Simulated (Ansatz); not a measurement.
Reaction (SMILES): O=[SiH] (O-SiH) → H atom + O atom + Si atom
B3LYP-D3(BJ)/def2-TZVP geometries, fixed; electronic energies without zero-point terms.

Basis-set convergence of the atomisation energy at PBE with Ansatz (an electronic-structure program). Cartesian d functions, on some or all atoms, in 6-31G*, 6-311+G**; all else is spherical. The program fits the integrals of some runs and decomposes those of others, by size. Open shells are unrestricted. No added dispersion term, no relativity. Functions are those of the species that has most. Reference: the value in pcseg-4, 224.69 kcal/mol, itself unsure by roughly 0.03 kcal/mol (its mean distance from aug-pcseg-3, aug-cc-pV(Q+d)Z, cc-pV(5+d)Z). Deviations are taken from unrounded values.

```
basis            functions  atomisation energy (kcal/mol)  minus reference (kcal/mol)
---------------  ---------  -----------------------------  --------------------------
pcseg-0                 24                         189.37                      -35.32
6-31G*                  36                         216.75                       -7.94
def2-SVP                37                         217.73                       -6.96
cc-pV(D+d)Z             42                         216.66                       -8.03
def2-SVPD               55                         218.66                       -6.03
6-311+G**               59                         215.99                       -8.70
aug-pcseg-1             59                         216.93                       -7.76
aug-cc-pV(D+d)Z         64                         217.32                       -7.37
def2-TZVP               74                         223.41                       -1.27
def2-TZVPP              87                         223.64                       -1.04
def2-TZVPPD            105                         223.88                       -0.81
aug-cc-pV(T+d)Z        124                         223.92                       -0.77
cc-pV(Q+d)Z            149                         225.03                        0.34
```

The smallest set listed that lies within 4 kcal/mol of the reference with all its larger relatives (same family, alike in diffuse functions; a set with none counts only in the reference's own line) is def2-TZVP (74 functions, -1.27 kcal/mol off). (Relatives not listed, tested too: def2-QZVP -0.39, def2-QZVPP -0.39, def2-QZVPPD -0.40, aug-cc-pV(Q+d)Z 0.04, cc-pV(5+d)Z 0.05 kcal/mol.)
